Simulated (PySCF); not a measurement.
C2H4FGa. Atoms are numbered in the order given.

```xyz
8

Ga     0.3093    -0.4003     0.0000
H      1.8492    -0.6674     0.0000
F     -0.6951    -1.8542     0.0000
C     -0.6572     1.2894     0.0000
C     -0.0067     2.4636     0.0000
H     -1.7541     1.2936     0.0000
H     -0.5325     3.4268     0.0000
H      1.0886     2.5254     0.0000
```
Charge 0, spin multiplicity 1.

The structure is a stationary point at B3LYP-D3(BJ)/def2-SVP. The structure was generated by enumeration; whether it is a known compound was not checked. One conformer was computed; it need not be the lowest.

These are PBE/pcSseg-1 run with PySCF values and carry that method's errors.

GIAO shieldings, no solvent; atoms listed in one row are averaged. δ = σ(ref) − σ: ¹H against TMS (σ = 31.49 ppm); ¹⁹F against CFCl3 (σ = 133.6 ppm); ¹³C against TMS (σ = 182.0 ppm), references at their B3LYP-D3(BJ)/def2-TZVP geometries, non-relativistic.

```tsv
nucleus	atoms	count	δ (ppm)
¹H	H7	1	7.26
¹H	H6	1	7.02
¹H	H8	1	6.82
¹H	H2	1	6.11
¹⁹F	F3	1	-108.7
¹³C	C5	1	153.0
¹³C	C4	1	152.3
```
